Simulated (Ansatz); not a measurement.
A made-up structure of CHNSe, closed shell:

```
4
angstrom
N 1.0117 -0.2759 1.5176
C 0.4519 -0.2758 0.5093
Se -0.3918 -0.3686 -1.1128
H 0.7690 0.6677 0.8738
```

It is relaxed with PBE-D4/def2-SVP and then PBE0-D4/def2-TZVP (Ansatz 0.2.0). Atoms count as bonded within 1.22 times the sum of their covalent radii (H–H: 0.88 Å). The end point is not checked to be a true minimum.

Problem. Does its bonding change? (A judgement: the text doesn't fix the answer.)

Solution. By the calculation: Yes. Formed: none; broken: C2–H4.

Where it ends: The first stage lowers the energy by 2.85 eV in 10 steps. It ends as CHNSe ([NH][C][Se]):
```json
{"atom": "N1", "x (Å)": "0.8631", "y (Å)": "-0.0127", "z (Å)": "1.1968"}
{"atom": "C2", "x (Å)": "0.2962", "y (Å)": "-0.2703", "z (Å)": "0.1809"}
{"atom": "Se3", "x (Å)": "-0.5124", "y (Å)": "-0.7902", "z (Å)": "-1.2366"}
{"atom": "H4", "x (Å)": "1.1938", "y (Å)": "0.8207", "z (Å)": "1.6468"}
```

Labels in which every atom is bracketed show which atoms are joined, not bond orders.

For scale, one of the runs: PBE0-D4/def2-TZVP relaxation, 116 basis functions, launched by `ansatz run in.yaml --threads 2 --pin off --events-out ev --progress --plain --max-ram 4352MiB`. Hardware: 2 CPU threads of an Intel Xeon Platinum 8175M, shared host. Wall time about 22 s.
